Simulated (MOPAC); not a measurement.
MOPAC input (PM7):

```
PM7 FORCE THERMO(298,298) PRECISE LET UHF MS=0.5 GEO-OK AUX(PRECISION=9) THREADS=1
H4NO2Si

N     1.57002879 1   -0.17095777 1   -0.44263548 1
Si   -0.07297153 1    0.00031265 1    0.05335241 1
O    -0.96288674 1   -1.28679522 1    0.05312672 1
O    -0.49960811 1    1.37321247 1    0.67123861 1
H     1.98252744 1   -1.06199911 1   -0.66284047 1
H     2.26319857 1    0.54170572 1   -0.28705165 1
H    -1.64194467 1   -1.54228757 1   -0.57700126 1
H    -1.00734527 1    2.07924402 1    0.26235855 1
```

Output:

```
 *******************************************************************************
 **                                                                           **
 **                              MOPAC v23.2.5                                **
 **                                                                           **
 *******************************************************************************
 ** MOPAC's Digital Object Identifier: https://doi.org/10.5281/zenodo.6511958 **
 **                                                                           **
 ** Please cite the open-source release paper for use of this MOPAC version:  **
 ** J. E. Moussa and J. J. P. Stewart (2026)                                  **
 ** MOPAC: An open-source semiempirical molecular orbital program             **
 ** J. Open Source Softw., 11(119), 8025, https://doi.org/10.21105/joss.08025 **
 *******************************************************************************

                              PM7 CALCULATION RESULTS

 *******************************************************************************
 *  PM7        - The PM7 Hamiltonian to be used
 *  GEO-OK     - OVERRIDE INTERATOMIC DISTANCE AND OTHER SAFETY CHECKS
 *  UHF        - UNRESTRICTED HARTREE-FOCK CALCULATION
 *  MS=        - IN MECI, MAGNETIC COMPONENT OF SPIN =  0.5
 *  LET        - OVERRIDE SOME SAFETY CHECKS
 *  PRECISE    - TIGHTER CRITERIA TO BE USED
 *  FORCE      - FORCE CALCULATION SPECIFIED
 *  AUX        - OUTPUT AUXILIARY INFORMATION
 *  THERMO     - THERMODYNAMIC QUANTITIES TO BE CALCULATED
 *******************************************************************************
PM7 FORCE THERMO(298,298) PRECISE LET UHF MS=0.5 GEO-OK AUX(PRECISION=9) THREADS=1
 H4NO2Si

   ATOM   CHEMICAL          X               Y               Z
  NUMBER   SYMBOL      (ANGSTROMS)     (ANGSTROMS)     (ANGSTROMS)

     1       N          1.57002879  *  -0.17095777  *  -0.44263548  *
     2      Si         -0.07297153  *   0.00031265  *   0.05335241  *
     3       O         -0.96288674  *  -1.28679522  *   0.05312672  *
     4       O         -0.49960811  *   1.37321247  *   0.67123861  *
     5       H          1.98252744  *  -1.06199911  *  -0.66284047  *
     6       H          2.26319857  *   0.54170572  *  -0.28705165  *
     7       H         -1.64194467  *  -1.54228757  *  -0.57700126  *
     8       H         -1.00734527  *   2.07924402  *   0.26235855  *

          CARTESIAN COORDINATES

    NO.       ATOM           X           Y           Z

     1         N          1.5700     -0.1710     -0.4426
     2        Si         -0.0730      0.0003      0.0534
     3         O         -0.9629     -1.2868      0.0531
     4         O         -0.4996      1.3732      0.6712
     5         H          1.9825     -1.0620     -0.6628
     6         H          2.2632      0.5417     -0.2871
     7         H         -1.6419     -1.5423     -0.5770
     8         H         -1.0073      2.0792      0.2624

 General Reference for PM7:
 "Optimization of Parameters for Semiempirical Methods VI: More Modifications to the
 NDDO Approximations and Re-optimization of Parameters", J. J. P. Stewart, J. Mol. Mod., 1:32, 19 (2013)
 https://link.springer.com/article/10.1007/s00894-012-1667-x

           Empirical Formula: H4 N O2 Si  =     8 atoms
[...]
 EFFECTIVE MASS     14.8324         O 4 -- H 8         +12.8% ( 43.5%)     84.8%
 FORCE CONSTANT      3.2455

 VIBRATION         14    8A'         ATOM PAIR     ENERGY CONTRIBUTION    RADIAL
 FREQUENCY          1585.59         N 1 -- H 5         +47.6% ( 59.6%)      2.8%
 TRANSITION DIPOLE   0.5431         N 1 -- H 6         +47.6% ( 59.6%)      2.7%
 TRAVEL (Ang.)       0.2818         N 1 -- Si2          +4.8% ( 18.9%)     98.4%
 REDUCED MASS        0.5356
 EFFECTIVE MASS      1.7913
 FORCE CONSTANT      0.7933

 VIBRATION         15    7A"         ATOM PAIR     ENERGY CONTRIBUTION    RADIAL
 FREQUENCY          2721.06         O 4 -- H 8         +49.8% ( 70.9%)     98.4%
 TRANSITION DIPOLE   1.6087         O 3 -- H 7         +49.8% ( 70.9%)     98.4%
 TRAVEL (Ang.)       0.2286         Si2 -- O 3          +0.2% (  4.2%)     34.6%
 REDUCED MASS        0.4741         Si2 -- O 4          +0.2% (  4.2%)     34.7%
 EFFECTIVE MASS      1.3122
 FORCE CONSTANT      2.0680

 VIBRATION         16    9A'         ATOM PAIR     ENERGY CONTRIBUTION    RADIAL
 FREQUENCY          2739.03         O 3 -- H 7         +49.3% ( 70.1%)     98.4%
 TRANSITION DIPOLE   1.7426         O 4 -- H 8         +49.3% ( 70.1%)     98.4%
 TRAVEL (Ang.)       0.2302         N 1 -- H 5          +0.5% (  7.3%)     98.2%
 REDUCED MASS        0.4645         N 1 -- H 6          +0.5% (  7.3%)     98.1%
 EFFECTIVE MASS      1.3330
 FORCE CONSTANT      2.0532

 VIBRATION         17    8A"         ATOM PAIR     ENERGY CONTRIBUTION    RADIAL
 FREQUENCY          2757.69         N 1 -- H 6         +49.6% ( 72.0%)     98.3%
 TRANSITION DIPOLE   1.0419         N 1 -- H 5         +49.6% ( 72.0%)     98.3%
 TRAVEL (Ang.)       0.2184         N 1 -- Si2          +0.7% (  8.7%)      0.0%
 REDUCED MASS        0.5128
 EFFECTIVE MASS      1.4961
 FORCE CONSTANT      2.2978

 VIBRATION         18   10A'         ATOM PAIR     ENERGY CONTRIBUTION    RADIAL
 FREQUENCY          2797.65         N 1 -- H 6         +49.3% ( 69.0%)     97.6%
 TRANSITION DIPOLE   1.0073         N 1 -- H 5         +49.3% ( 69.0%)     97.7%
 TRAVEL (Ang.)       0.2250         O 4 -- H 8          +0.5% (  7.1%)     96.7%
 REDUCED MASS        0.4760         O 3 -- H 7          +0.5% (  7.1%)     96.7%
 EFFECTIVE MASS      1.2127
 FORCE CONSTANT      2.1952

      SYMMETRY NUMBER FOR POINT-GROUP Cs  =  1

          SYSTEM IS A GROUND STATE

 H4NO2Si

          MOLECULE IS NOT LINEAR

          THERE ARE 18 GENUINE VIBRATIONS IN THIS SYSTEM
          THIS THERMODYNAMICS CALCULATION IS LIMITED TO
          MOLECULES WHICH HAVE NO INTERNAL ROTATIONS

                    CALCULATED THERMODYNAMIC PROPERTIES
                                          *
   TEMP. (K)   PARTITION FUNCTION   H.O.F.    ENTHALPY  HEAT CAPACITY ENTROPY
                                   KCAL/MOL   CAL/MOLE    CAL/K/MOL  CAL/K/MOL

 298.00  VIB.     0.1276D+02                  2277.4010    15.2746    12.7031
         ROT.     0.6493D+05                   888.2803     2.9808    25.0011
         INT.     0.8288D+06                  3165.6813    18.2554    37.7042
         TRA.     0.6676D+27                  1480.4672     4.9680    38.9798
         TOT.                     -146.371    4646.1484    23.2234    76.6840

   *: NOTE: HEATS OF FORMATION ARE RELATIVE TO THE
            ELEMENTS IN THEIR STANDARD STATE AT 298K
              (=  Standard Enthalpy of Formation).

            Hvib:  Zero-point energy is not included.
                   frequencies of less than zero cm-1 are not included.
            Hrot = (3/2)RT
            Htra = (3/2)RT + pV = (5/2)RT

            Heat capacity is Cp, not Cv

          For more information, see: HTTP://OpenMOPAC.net/Manual/thermochemistry.html

           FORCE CONSTANT IN CARTESIAN COORDINATES (Millidynes/A)

    ATOM   CHEMICAL       X               Y               Z
   NUMBER   SYMBOL  FORCE CONSTANT  FORCE CONSTANT  FORCE CONSTANT

      1       N        7.764967        6.102532        0.505555
      2      Si        7.607021        8.146510        0.861305
      3       O        2.049681        4.507099        2.245787
      4       O        2.028928        4.878780        1.894859
      5       H        1.906621        3.260283        0.103582
      6       H        1.918771        3.135862        0.215853
      7       H        1.042304        1.536459        2.110728
      8       H        1.032411        1.990742        1.666338

 **********************
 *                    *
 * JOB ENDED NORMALLY *
 *                    *
 **********************

 == MOPAC DONE ==
```
